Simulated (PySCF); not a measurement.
Start geometry of `N#C[Se]C[Se-]` from GFN2-xTB (Å):
```
atom  x, y, z in Å
N1     2.4281   -1.1753    0.8339
C2     1.7232   -0.7843    0.0085
Se3    0.6230   -0.1726   -1.2785
C4    -0.8719    0.3957    0.0110
Se5   -2.3955    1.1620   -0.8071
H6    -1.1246   -0.5283    0.5316
H7    -0.3791    1.1077    0.6736
```

**Question.** What comes out of this run: PySCF, PBE0-D3(BJ)/def2-SVP geometry optimisation, gas phase?

**Answer.** 
```
atom  x, y, z in Å
N1     2.657   -1.223    0.685
C2     1.842   -0.807   -0.040
Se3    0.492   -0.122   -1.149
C4    -0.945    0.407    0.107
Se5   -2.291    1.099   -1.087
H6    -1.238   -0.497    0.660
H7    -0.513    1.148    0.796
```

The energy falls by 13.7 kJ/mol over 8 energy and gradient evaluations, the largest force component goes from 0.0258 to 1.0e-04 Eh/bohr, and the atoms move by 0.207 Å rms after alignment. The bond that changes most is C2–Se3 (ends: cyano carbon; selenium bonded to 2 C), which lengthens by 0.077 Å. Bonds longer at the end by more than 0.005 Å: 5 of 6; shorter: 1. Among the angles that change most is Se3–C4–Se5, from 115.3° to 102.1°. Rotational constants go from 6890, 726.0, 659.6 to 9724, 748.4, 698.1 MHz. The orientation of the end geometry is arbitrary; only internal coordinates are fixed.

The run used 116 basis functions and 60 SCF cycles in all.

Stationary, but not proved a minimum. The geometry's basis has no diffuse functions, a weakness for an anion.

One conformer stands for the species.
